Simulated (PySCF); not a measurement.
SMILES C=CB(N)N (PBE0/def2-SVP optimised geometry):

```
12

B     -0.093    -0.661     0.000
C     -0.874     0.711     0.000
C     -0.400     1.858    -0.502
H     -1.893     0.733     0.413
H     -0.978     2.789    -0.502
H      0.597     1.916    -0.956
N     -0.837    -1.867    -0.008
H     -1.843    -1.874    -0.094
H     -0.425    -2.789    -0.039
N      1.324    -0.661     0.000
H      1.893    -1.495    -0.027
H      1.855     0.187     0.136
```

Method: PBE0/def2-TZVP run with PySCF 2.14.0.

What are the frontier orbital energies and the dipole moment?

HOMO-2 -8.76 eV, HOMO-1 -7.31 eV, HOMO -6.87 eV, LUMO -0.12 eV, LUMO+1 0.98 eV; dipole moment 1.25 D.

On the same geometry PBE/def2-TZVP (PySCF) gives HOMO-2 -7.31 eV, HOMO-1 -6.14 eV, HOMO -5.48 eV, LUMO -1.09 eV, LUMO+1 0.18 eV; dipole moment 1.35 D.

Meta-Löwdin charges at PBE0/def2-TZVP: B1 0.18, C2 -0.21, C3 -0.24, H4 0.11, H5 0.12, H6 0.11, N7 -0.50, H8 0.24, H9 0.23, N10 -0.51, H11 0.23, H12 0.24.
